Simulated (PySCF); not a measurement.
Species: sum formula BN2H3Br, net charge -1, singlet state. It need not be the lowest isomer of its formula. Whether it binds its extra electron was not tested at this geometry. 
Coordinates optimised at B3LYP-D3(BJ)/def2-TZVP (Ansatz):
SMILES: B([NH-])(N)Br
```xyz
7

N      1.3353    -1.8044    -0.2796
B      0.1575    -1.1910    -0.1903
N     -1.2121    -1.6618    -0.2894
Br    -0.0165     1.0067     0.1463
H      2.1665    -1.2344    -0.2283
H     -1.3176    -2.6546    -0.1368
H     -1.9221    -1.1259     0.1802
```
Charge -1, spin multiplicity 1.

Dispersion corrections to the total energy (kcal/mol) from the dftd3 and dftd4 libraries through PySCF: D3(BJ) without and D4 with the three-body term, each with the damping fitted for the functional named.

| functional | D3(BJ) | D4 |
|---|---|---|
| B2GP-PLYP | -2.28 | -1.46 |
| B2PLYP | -2.68 | ___ |
| PW6B95 | ___ | -2.96 |
| HSE06 | -2.15 | -2.73 |
| revPBE | ___ | -10.84 |
| HF | -24.18 | -12.48 |
| r2SCAN | -0.86 | -0.81 |

Question: Complete the blanks.

Answer: 
- B2PLYP, D4: -2.44
- PW6B95, D3(BJ): -1.69
- revPBE, D3(BJ): -7.90
